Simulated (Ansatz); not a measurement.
`[CH3][GeH]([F])[F]` + CH₃OH → `C[O][GeH]([F])[F]` + CH₄ at 600 K and 1 bar (ligand exchange at a Ge–C bond).

Program: Ansatz. Geometries: PBE0-D4/def2-TZVP. ΔE: electronic, gas phase. CCSD(T)/CBS is the MP2 limit (def2-TZVPP, def2-QZVPP) plus CCSD(T) − MP2 in def2-TZVPP, frozen cores. This one scheme is used for every species. For Ge outer-core shells are correlated without core-valence functions, which leaves a few kJ/mol of doubt a bond. Scalar relativity is left out up to krypton. Each species was taken in one conformer, which may not be the lowest.

```json
{"species": "`[CH3][GeH]([F])[F]`", "CCSD(T)/CBS energy (Eh)": "-2316.24489", "H − E (kJ/mol)": "180.2", "S (J/(mol·K))": "399.2"}
{"species": "CH₃OH", "CCSD(T)/CBS energy (Eh)": "-115.61712", "H − E (kJ/mol)": "163.6", "S (J/(mol·K))": "277.3"}
{"species": "`C[O][GeH]([F])[F]`", "CCSD(T)/CBS energy (Eh)": "-2391.41847", "H − E (kJ/mol)": "202.4", "S (J/(mol·K))": "438.0"}
{"species": "CH₄", "CCSD(T)/CBS energy (Eh)": "-40.46206", "H − E (kJ/mol)": "140.4", "S (J/(mol·K))": "215.7"}
```

H − E and S are ideal-gas, rigid-rotor, harmonic terms from PBE0-D4/def2-TZVP, for one conformer and one mirror image of each species. 1 Eh = 2625.50 kJ/mol, R = 8.31446 J/(mol·K).

Question: By hand: ΔE, ΔH, ΔS and ΔG.

Answer: ΔE = (-2391.41847) + (-40.46206) − (-2316.24489) − (-115.61712) = -0.01852 Eh = -48.6 kJ/mol. Δ(H − E) = 202.4 + 140.4 − 180.2 − 163.6 = -1.0, so ΔH = -49.6 kJ/mol. ΔS = 438.0 + 215.7 − 399.2 − 277.3 = -22.8 J/(mol·K). ΔG = -49.6 − 600 × (-22.8)/1000 = -35.9 kJ/mol.

Question: By hand: the equilibrium constant, and the temperature at which ΔG would vanish if ΔH and ΔS stayed fixed.

Answer: log₁₀ K = −ΔG/(RT ln 10) = 3.1. ΔG = 0 at ΔH/ΔS = 2175 K.

ΔH outweighs TΔS. A doubt of 5 kJ/mol in ΔE shifts log₁₀ K by 0.4 here. Other conformers and mirror images would add mixing entropy, several J/(mol·K) or more a flexible species. These are equilibria of isolated gas molecules and say nothing of rates. Largest T1 diagnostic: 0.012 (customary marks: 0.02 for closed shells, 0.045 for open ones).
